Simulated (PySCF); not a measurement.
How methods differ on the excitation energy of Te²⁺

Te²⁺ [Kr] 4d10 5s2 5p2 (3P) → Te²⁺ [Kr] 4d10 5s1 5p2 6s1 (5P), as a difference of total energies. All numbers are calculated (PySCF 2.14, no relativity, point nucleus, in dyall-av2z). Correlated levels: valence: [Kr] 4d10 frozen; virtual orbitals above 40 to 60 times the deepest correlated orbital energy dropped. The calculations carry no spin-orbit coupling.

| method | excitation energy (cm⁻¹) |
| --- | --- |
| UHF | 149820 |
| LDA | 167790 |
| PBE | 165190 |
| PBE0 | 163460 |
| r2SCAN | 163080 |
| SCS-MP2 (valence) | 158540 |

Q: Estimate what r2SCANh gives.

A: 162630 cm⁻¹, closest to r2SCAN among the rows shown.

Q: Estimate what MP2 (valence) gives.

A: 155910 cm⁻¹, closest to SCS-MP2 (valence) among the rows shown.

A first-order spin-orbit estimate (lowest level to lowest level, LS coupling) adds 0.078 eV.

The promoted electron is Rydberg-like, and one or two diffuse shells describe it only roughly, which tends to raise the upper state.
